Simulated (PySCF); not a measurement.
Gas-phase reaction: SiI4 + 2 Cl → 2 I2 + SiCl2

Computed with PySCF and rigid-rotor harmonic-oscillator thermochemistry at 1 bar. † marks an energy on the PBE0/def2-TZVP geometry and frequencies; other levels use their own. CCSD(T) freezes the core. Open shells (unrestricted): Cl (multiplicity 2, electronic degeneracy 6); the rest are closed-shell singlets. Spin-orbit splitting is ignored; it lowers the true energy and changes the entropy of Cl. B3LYP is the form with VWN-RPA correlation. I: scalar-relativistic def2 core potential, no spin-orbit coupling. CCSD(T) isn't extrapolated to the basis-set limit. The harmonic model lacks anharmonicity and excited electronic states, which grow with temperature; levels with a mode under 35 cm⁻¹ are left out. Soft modes under 120 cm⁻¹ make the harmonic entropy rough for SiI4.

```tsv
level	ΔE electronic, kJ	ΔH°(298 K), kJ	ΔS°(298 K), J/K	ΔG°(1600 K), kJ
B3LYP/def2-TZVP†	-186	-190	51	-248
CCSD(T)/def2-SVP†	-101	-105	51	-163
HF/def2-TZVP†	-30	-34	51	-91
M06-2X/def2-TZVP†	-159	-163	51	-220
PBE/def2-SVP	-178	-183	51	-240
PBE/def2-TZVP†	-189	-194	51	-251
r2SCAN/def2-TZVP†	-140	-145	51	-202
ωB97M-V/def2-TZVP†	-164	-168	51	-226
ωB97X-V/def2-TZVP†	-138	-143	51	-200
```
ΔH° is lowest at PBE/def2-TZVP† and highest at HF/def2-TZVP†. No reference value is set beside these.
